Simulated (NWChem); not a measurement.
**Correlation energy of CClF$_{2}$**

```
C
F 1 1.3111
F 1 1.3111 2 110.83
Cl 1 1.7292 2 113.88 3 -129.95
```
Charge 0, spin multiplicity 2.

All runs are NWChem calculations. All single points use one geometry, from UPBE0/def2-SVP, a minimum by its harmonic frequencies.

Basis set: STO-3G. Each correlation energy counts from its own Hartree-Fock reference.

The correlated methods keep 8 core orbitals frozen. The structure started from a generated list of species. The unpaired electrons of the parent sit in orbitals of symmetry a' (Cs labels of the run); other states weren't searched. No SCF solution was tested for a lower state. Open-shell Hartree-Fock references start from PBE0 orbitals. Coupled-cluster values serve here as a point of comparison, not as the truth.

One of these methods gave a correlation energy of -82.6 mHa. Which?
A) UMP2
B) CCSD[T] on UHF
C) CCSD on UHF
D) SCS-UMP2

A, UMP2. The others give -84.7 (SCS-UMP2), -102.8 (CCSD on UHF), -108.1 (CCSD[T] on UHF).
